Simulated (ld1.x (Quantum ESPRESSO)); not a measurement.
An all-electron radial function and its pseudo partner (Mo)

Columns: radius, all-electron u(r) and pseudo u(r) of the 4d shell (level -4.43 eV) of molybdenum in the configuration [Kr] 4d5 5s0.5 5p0.5; PBEsol, scalar-relativistic, PAW scheme, ld1.x (Quantum ESPRESSO) 7.5.

| r (bohr) | all-electron | pseudo |
| --- | --- | --- |
| 0.225 | 0.3323 | -0.0248 |
| 0.450 | 0.1406 | -0.1617 |
| 0.675 | -0.2614 | -0.3916 |
| 0.900 | -0.5517 | -0.5980 |
| 1.125 | -0.6984 | -0.7081 |
| 1.350 | -0.7427 | -0.7427 |
| 1.575 | -0.7278 | -0.7278 |
| 1.800 | -0.6833 | -0.6833 |
| 2.025 | -0.6263 | -0.6263 |
| 2.250 | -0.5661 | -0.5661 |
| 2.475 | -0.5074 | -0.5074 |
| 2.700 | -0.4525 | -0.4525 |
| 2.925 | -0.4023 | -0.4023 |
| 3.150 | -0.3568 | -0.3568 |
| 3.375 | -0.3160 | -0.3160 |
| 3.600 | -0.2795 | -0.2795 |
| 3.825 | -0.2469 | -0.2469 |
| 4.050 | -0.2180 | -0.2180 |
| 4.275 | -0.1923 | -0.1923 |
| 4.500 | -0.1696 | -0.1696 |
| 4.725 | -0.1495 | -0.1495 |
| 4.950 | -0.1316 | -0.1316 |
| 5.175 | -0.1159 | -0.1159 |
| 5.400 | -0.1020 | -0.1020 |
| 5.625 | -0.0898 | -0.0898 |
| 5.850 | -0.0790 | -0.0790 |

Question: How many radial nodes do the two functions have?

Answer: The all-electron 4d function has n − l − 1 = 1; the pseudo-wave has 0, since the states of the same l below it are removed with the core.

Question: At about which radius was the pseudo-wave matched?

Answer: 1.35 bohr, where the columns begin to agree (steps of 0.23 bohr).

Question: Where does each function peak?

Answer: Outermost all-electron maximum near 1.35 bohr, pseudo maximum near 1.35 bohr (to the table’s step).

Question: Is the pseudo-wave norm-conserving?

Answer: No, it belongs to a PAW set: the norm inside the radius is not constrained, and the difference is carried by the augmentation charge.
